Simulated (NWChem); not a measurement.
System: C5H11Si, doublet; SMILES C[Si](C=[CH])(C)C

The following NWChem deck was run.

```
start job
memory heap 200 mb stack 900 mb global 1100 mb
geometry units angstroms
  C      0.134204     2.292749    -1.108491
  C      0.629208     1.468111    -0.253628
  Si    -0.017365    -0.315305     0.153839
  C     -0.414691    -0.375837     2.019567
  C     -1.573591    -0.691149    -0.877372
  C      1.379665    -1.547638    -0.261386
  H     -0.690185     2.273785    -1.787966
  H      1.500644     1.735172     0.333189
  H     -0.767337    -1.360285     2.313577
  H     -1.185136     0.342326     2.283456
  H      0.462613    -0.150277     2.618386
  H     -2.366350     0.019335    -0.664429
  H     -1.361381    -0.639463    -1.940781
  H     -1.957619    -1.685166    -0.666863
  H      2.276584    -1.337092     0.313357
  H      1.081104    -2.568368    -0.040217
  H      1.646388    -1.502888    -1.312970
end
basis spherical
  * library def2-svp
end
dft
  odft
  mult 2
  xc xpbe96 cpbe96
  disp vdw 4
  iterations 150
end
driver
  maxiter 120
end
task dft optimize
```

Excerpt of the output:

```
             Northwest Computational Chemistry Package (NWChem) 7.3.0
             --------------------------------------------------------

 C1  symmetry detected

                             Geometry "geometry" -> ""
                             -------------------------

 Output coordinates in angstroms (scale by  1.889725989 to convert to a.u.)

  No.       Tag          Charge          X              Y              Z
 ---- ---------------- ---------- -------------- -------------- --------------
    1 C                    6.0000     0.14426839    -2.59188956    -0.00212292
    2 C                    6.0000     0.77689472    -1.47135306    -0.00754734
    3 Si                  14.0000    -0.00157511     0.30588926    -0.00026091
    4 C                    6.0000     0.64231692     1.22729733    -1.54262380
    5 C                    6.0000    -1.90145038     0.18074214    -0.03640449
    6 C                    6.0000     0.58520358     1.18957197     1.58641639
    7 H                    1.0000    -0.88475754    -2.87948959     0.00529287
    8 H                    1.0000     1.86060382    -1.44711681    -0.01552722
    9 H                    1.0000     0.25238070     2.24024262    -1.58540853
   10 H                    1.0000     0.34722318     0.72192687    -2.45722829
   11 H                    1.0000     1.72614956     1.29380599    -1.53993395
   12 H                    1.0000    -2.24340497    -0.34111832    -0.92484570
   13 H                    1.0000    -2.27544955    -0.35949643     0.82777728
   14 H                    1.0000    -2.36319919     1.16392339    -0.03440232
   15 H                    1.0000     1.66828244     1.25801949     1.62353725
   16 H                    1.0000     0.19114202     2.20034147     1.64123099
   17 H                    1.0000     0.25968155     0.66029878     2.47685332

 Effective nuclear repulsion energy (a.u.)     285.9245585478

                                Z-matrix (autoz)
                                --------

 Units are Angstrom for bonds and degrees for angles

      Type          Name      I     J     K     L     M      Value
      ----------- --------  ----- ----- ----- ----- ----- ----------
    1 Stretch                  1     2                       1.28680
    2 Stretch                  1     7                       1.06849
    3 Stretch                  2     3                       1.94027
    4 Stretch                  2     8                       1.08401
    5 Stretch                  3     4                       1.90853
    6 Stretch                  3     5                       1.90434
    7 Stretch                  3     6                       1.90860
    8 Stretch                  4     9                       1.08625
    9 Stretch                  4    10                       1.08581
   10 Stretch                  4    11                       1.08587
   11 Stretch                  5    12                       1.08563
   12 Stretch                  5    13                       1.08561
   13 Stretch                  5    14                       1.08621
   14 Stretch                  6    15                       1.08587
   15 Stretch                  6    16                       1.08625
   16 Stretch                  6    17                       1.08581
   17 Bend                     1     2     3               126.89578
   18 Bend                     1     2     8               120.72997
   19 Bend                     2     1     7               135.06347
   20 Bend                     2     3     4               107.68739
   21 Bend                     2     3     5               109.87752
   22 Bend                     2     3     6               107.69016
   23 Bend                     3     2     8               112.37419
   24 Bend                     3     4     9               111.15707
   25 Bend                     3     4    10               111.36611
   26 Bend                     3     4    11               111.36514
   27 Bend                     3     5    12               111.18412
   28 Bend                     3     5    13               111.17973
   29 Bend                     3     5    14               111.38206
   30 Bend                     3     6    15               111.36158
   31 Bend                     3     6    16               111.17683
   32 Bend                     3     6    17               111.33940
   33 Bend                     4     3     5               110.66940
   34 Bend                     4     3     6               110.15627
   35 Bend                     5     3     6               110.66631
   36 Bend                     9     4    10               107.65508
   37 Bend                     9     4    11               107.53459
   38 Bend                    10     4    11               107.56911
   39 Bend                    12     5    13               107.68113
   40 Bend                    12     5    14               107.62046
   41 Bend                    13     5    14               107.60883
   42 Bend                    15     6    16               107.54522
   43 Bend                    15     6    17               107.56081
   44 Bend                    16     6    17               107.66401
   45 Torsion                  1     2     3     4        -122.31223
   46 Torsion                  1     2     3     5          -1.69779
   47 Torsion                  1     2     3     6         118.91459
   48 Torsion                  2     3     4     9        -179.03276
   49 Torsion                  2     3     4    10          60.92674
   50 Torsion                  2     3     4    11         -59.14556
   51 Torsion                  2     3     5    12         -59.89157
   52 Torsion                  2     3     5    13          60.07487
   53 Torsion                  2     3     5    14        -179.91721
   54 Torsion                  2     3     6    15          59.29873
   55 Torsion                  2     3     6    16         179.21031
   56 Torsion                  2     3     6    17         -60.74251
   57 Torsion                  3     2     1     7           0.12943
   58 Torsion                  4     3     2     8          57.78376
   59 Torsion                  4     3     5    12          58.90463
   60 Torsion                  4     3     5    13         178.87106
   61 Torsion                  4     3     5    14         -61.12101
   62 Torsion                  4     3     6    15         -57.88099
   63 Torsion                  4     3     6    16          62.03059
   64 Torsion                  4     3     6    17        -177.92222
   65 Torsion                  5     3     2     8         178.39821
   66 Torsion                  5     3     4     9          60.85207
   67 Torsion                  5     3     4    10         -59.18842
   68 Torsion                  5     3     4    11        -179.26072
   69 Torsion                  5     3     6    15         179.41380
   70 Torsion                  5     3     6    16         -60.67462
   71 Torsion                  5     3     6    17          59.37257
   72 Torsion                  6     3     2     8         -60.98941
   73 Torsion                  6     3     4     9         -61.85132
   74 Torsion                  6     3     4    10         178.10818
   75 Torsion                  6     3     4    11          58.03588
   76 Torsion                  6     3     5    12        -178.68927
   77 Torsion                  6     3     5    13         -58.72284
   78 Torsion                  6     3     5    14          61.28509
   79 Torsion                  7     1     2     8        -179.97384

  pbe96 is a nonlocal functional; adding pw91lda local functional.

                           NWChem Geometry Optimization
                           ----------------------------

 maximum gradient threshold         (gmax) =   0.000450
 rms gradient threshold             (grms) =   0.000300
 maximum cartesian step threshold   (xmax) =   0.001800
 rms cartesian step threshold       (xrms) =   0.001200
 fixed trust radius                (trust) =   0.300000
 source of zmatrix                         =   autoz

          -------------------
          Energy Minimization
          -------------------

 Using diagonal initial Hessian
 Scaling for Hessian diagonals: bonds = 1.00  angles = 0.25  torsions = 0.10

          --------
          Step   0

                                 NWChem DFT Module
                                 -----------------

 Summary of "ao basis" -> "ao basis" (spherical)
 ------------------------------------------------------------------------------
       Tag                 Description            Shells   Functions and Types
 ---------------- ------------------------------  ------  ---------------------
 C                          def2-svp                 6       14   3s2p1d
 Si                         def2-svp                 8       18   4s3p1d
 H                          def2-svp                 3        5   2s1p

[...]

      ----------------------
      Optimization converged
      ----------------------

  Step       Energy      Delta E   Gmax     Grms     Xrms     Xmax
  ---- ---------------- -------- -------- -------- -------- --------
@   15    -485.92471316 -6.5D-08  0.00006  0.00001  0.00021  0.00064
                                     ok       ok       ok       ok

                                Z-matrix (autoz)
                                --------

 Units are Angstrom for bonds and degrees for angles

[...]
```

Level: PBE-D3(BJ)/def2-SVP, spin-unrestricted. No frequency run checked for a minimum.
